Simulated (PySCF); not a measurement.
Compound: C6H9OP2 (charge -1).
Atom-mapped SMILES: `[CH3:1][O:2][c:3]1[p-:4][c:5]([CH3:6])[p:7][c:8]1[CH3:9]` (hydrogens: H10, H11, H12 on C1; H13, H14, H15 on C6; H16, H17, H18 on C9)

Cartesian coordinates in Å at the PBE0-D3(BJ)/def2-SVP level; atoms count from 1:
```xyz
18
C6H9OP2 angstrom
C     -2.223    1.745   -0.128
O     -2.149    0.363   -0.205
C     -0.879   -0.174   -0.296
P      0.619    0.785   -0.325
C      1.656   -0.620   -0.455
C      3.153   -0.460   -0.510
P      0.876   -2.178   -0.498
C     -0.771   -1.556   -0.376
C     -1.987   -2.437   -0.360
H     -1.687    2.140    0.759
H     -1.775    2.235   -1.016
H     -3.288    2.023   -0.060
H      3.441    0.601   -0.615
H      3.655   -0.837    0.401
H      3.602   -1.003   -1.361
H     -2.690   -2.183   -1.175
H     -1.713   -3.498   -0.470
H     -2.560   -2.333    0.580
```

Computed with PySCF at PBE0/pcSseg-1, non-relativistic, on one gas-phase PBE0-D3(BJ)/def2-SVP geometry that isn't relaxed in the solvent. The solvent is an IEF-PCM continuum (Bondi radii, 1.10 Å for H, scaled by 1.2). Specific hydrogen bonds and non-electrostatic terms are outside this model.

| run | E − E(gas) (kcal/mol) | HOMO (eV) | HOMO–LUMO gap (eV) |
| --- | --- | --- | --- |
| gas | 0.00 | -0.64 | 4.91 |
| P | -28.49 | -2.97 | 4.95 |
| Q | -52.98 | -4.86 | 4.96 |

Problem. The runs were made in benzene and dimethylsulfoxide. Which run belongs to which solvent?

Solution. P = benzene, Q = dimethylsulfoxide. The dielectric constants are 2.271 (benzene), 46.83 (dimethylsulfoxide), and the energy falls further as ε rises. In this model the ground state sees the solvent through ε alone.

Problem. How constant is the ratio of the lowering to 1 − 1/ε?

Solution. 
```tsv
solvent	1 − 1/ε	E − E(gas) (kcal/mol)	ratio (kcal/mol)	polarisation term (kcal/mol)
benzene	0.560	-28.49	-50.9	-29.06
dimethylsulfoxide	0.979	-52.98	-54.1	-55.76
```

The ratio changes by +6.3 % in size from benzene to dimethylsulfoxide. The polarisation term is half the interaction of the solute with the induced surface charges.
